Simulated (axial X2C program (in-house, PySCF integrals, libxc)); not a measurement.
# SiSb at several levels of theory

Calculated with an axial X2C code built on PySCF integrals. Spin-free means the one-electron spin-free X2C Hamiltonian. Basis: Sb dyall-cv3z [11s12p8d4f1g], Si dyall-v3z [8s7p2d1f] (cores contracted in-house); Gaussian nuclei, density fitting, unrestricted open shells. Masses: Sb 120.904 u, Si 27.977 u.

The run was started with this input:
```json
{
 "zs": [
  51,
  14
 ],
 "q": 0,
 "bas": [
  "dyall-cv3z",
  "dyall-v3z"
 ],
 "levels": [
  "PBE0",
  "HF",
  "PBEsol"
 ],
 "cc": true,
 "r0": 2.56,
 "thr": -1.0,
 "nmax": 90,
 "npts": 10,
 "nst": 2,
 "ntry": 6
}
```
```bash
python so2c.py task.json out
```

Keys: zs atomic numbers; q charge; bas basis sets; levels methods; cc coupled cluster on or off; r0 starting distance in Å; thr threshold in hartree for freezing inner shells (an s shell follows its p shell); nmax most natural virtual spinors; npts points on the curve; nst determinants followed; ntry starts of the search. HF also brings MP2.

State, spin-free: M_S = 1/2, Λ = 1 (beyond evenly filled blocks: π+α, π+β, π-α); electrons by block: σα: 15, σβ: 15, π+α: 7, π+β: 7, π-α: 7, π-β: 6, δ+α: 2, δ+β: 2, δ-α: 2, δ-β: 2. Fragments: Sb + Si.

| Hamiltonian | level | Re (Å) | ωe (cm⁻¹) | Be (cm⁻¹) | αe (cm⁻¹) | De (eV) | k (mdyn/Å) | μ (D) |
| --- | --- | --- | --- | --- | --- | --- | --- | --- |
| spin-free | PBE0 | 2.377 | 430.3 | 0.1313 | 0.00049 | 2.75 | 2.48 | -0.03 |
| spin-free | HF | 2.493 | 302.2 | 0.1194 | 0.000586 | 0.765 | 1.22 | 0.20 |
| spin-free | CCSD | 2.384 | 411.8 | 0.1305 | 0.000682 | 2.25 | 2.27 | n/a |
| spin-free | CCSD(T) | 2.387 | 421.2 | 0.1302 | 0.000571 | 2.47 | 2.38 | n/a |
| spin-free | PBEsol | 2.396 | 409.5 | 0.1293 | 0.000486 | 3.32 | 2.24 | -0.10 |

Correlated methods: 9 electrons correlated (number of frozen shells: Sb 4 s, 3 p, 2 d; Si 2 s, 1 p), 229 virtual spin orbitals or spinors in MP2, 90 natural virtuals in coupled cluster.

Dipoles are positive if Si is the positive end.

One determinant describes the state; a PBE0 search over occupations chose it and may have missed a lower one. De is counted from the lowest determinant-based energies of the atoms at the same level, without counterpoise correction. Coupled cluster ran in a truncated set of natural virtual spinors; the MP2 energy of the rest was added. (T) has no such correction and the atoms are truncated less, which lowers De at CCSD(T) by a hundredth of an eV or more. Other states lie close and PBE0, whose exact exchange favours high spin, may order them wrongly; the determinant shown need not be the ground state. The nearest other spin-free determinant of the search, M_S = 1/2, Λ = 0, lies 0.27 eV up at the distance of the search. Without a current term, density functionals place determinants with orbital angular momentum somewhat too high. At some level and bond length an empty orbital lies below a filled one. The determinant is spin-polarised beyond a pure state at some levels (its spin-free form has ⟨S²⟩ too high), which makes Re and μ there less reliable. The T1 diagnostic is large, a sign of multireference character. With the outer-core shells frozen, correlated bond lengths of heavy atoms tend to come out a few hundredths of an ångström too long.

No reliable constants came from CCSD (2c), CCSD(T) (2c), HF (2c), MP2 (2c), MP2 (spin-free), PBE0 (2c), PBEsol (2c): no minimum in range, unconverged points, a curve that is not smooth, a change of character along it, or the two Hamiltonians disagreeing along it.

The whole task took 2.5 min on 1 thread of INTEL(R) XEON(R) PLATINUM 8581C CPU @ 2.30GHz (Emerald Rapids), on a shared host.
